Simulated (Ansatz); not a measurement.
Geometry optimisation, Ansatz 0.2.0, DFT PBE-D3(BJ), scalar-relativistic, plane waves, PAW.

input.yaml

```yaml
crystal:
  lattice:
    - [6.889419, 0.0, 0.0]
    - [0.0, 6.889419, 0.0]
    - [0.0, 0.0, 6.889419]
  atoms:
    - { symbol: Cl, position: [0.3586721, 0.9187005, 0.1097593] }
    - { symbol: H, position: [0.5220369, 0.8315756, 0.0943092] }
    - { symbol: Cl, position: [0.3637456, 0.3624476, 0.0879906] }
    - { symbol: H, position: [0.3284359, 0.5444048, 0.1007317] }
    - { symbol: Cl, position: [0.0947894, 0.444738, 0.4700403] }
    - { symbol: H, position: [0.1436512, 0.603906, 0.3876047] }
    - { symbol: "N", position: [0.5256204, 0.6222566, 0.7936347] }
    - { symbol: "N", position: [0.6222673, 0.5215102, 0.7075474] }
    - { symbol: "N", position: [0.8162676, 0.1647054, 0.234079] }
    - { symbol: "N", position: [0.7794695, 0.008159, 0.2663374] }
    - { symbol: "N", position: [0.6523343, 0.9778875, 0.7746449] }
    - { symbol: "N", position: [0.4968453, 1.0057385, 0.7304978] }
basis:
  ecutwfc: 420.0
kpoints:
  mp_grid: { grid: [1, 1, 1] }
hamiltonian:
  xc: pbe
  dispersion: d3bj
scf:
  occupations: { method: fermi_dirac, width: 0.02 }
  lower_state_search: "off"
relax:
  f_tol: 0.3
  max_steps: 15
  adjacent_minimum: "off"
```

Launched with:

```bash
$ ansatz run input.yaml --threads 1 --pin off --max-ram 3072MiB --backend cpu --events-out ev --progress --plain --runs-dir out
```

Problem. Where does it end, and by what steps?

Solution. The run converged. The threshold is loose, so the end isn't yet a minimum. The force dipped under the threshold on the way, but the program's further checks kept it going. Limits of this set-up: coarse k mesh. After 12 steps the energy has fallen by 1.345 eV; Cl1 moved furthest, 1.05 Å.

| step | energy less start (eV) | largest force component (eV/Å) | accepted |
| --- | --- | --- | --- |
| 0 | 0.0000 | 3.653 | yes |
| 1 | -0.5179 | 0.427 | yes |
| 2 | -0.7296 | 0.456 | yes |
| 3 | -0.8933 | 0.627 | yes |
| 4 | -1.0147 | 1.668 | yes |
| 5 | -1.1300 | 1.253 | yes |
| 6 | -1.2164 | 0.874 | yes |
| 7 | -1.2529 | 0.554 | yes |
| 8 | -1.2570 | 3.018 | yes |
| 9 | -1.2064 | 5.079 | no |
| 10 | -1.3139 | 1.816 | yes |
| 11 | -1.3447 | 0.199 | yes |
| 12 | -1.3447 | 0.199 | yes |

```xyz
12
Lattice="6.8894 0.0000 0.0000 0.0000 6.8894 0.0000 0.0000 0.0000 6.8894" Properties=species:S:1:pos:R:3
Cl 2.478 5.768 1.644
H 3.583 5.193 1.306
Cl 1.915 2.207 0.319
H 1.658 3.417 -0.065
Cl 0.630 3.435 3.815
H 1.333 4.124 2.971
N 4.299 4.175 5.718
N 4.277 3.768 4.694
N 5.571 1.331 1.313
N 5.682 0.257 1.526
N 4.475 7.374 4.849
N 3.396 7.219 4.685
```

Time of the run: 20 s on 1 thread of Arm Neoverse V1 (shared host), peak memory 0.36 GiB.
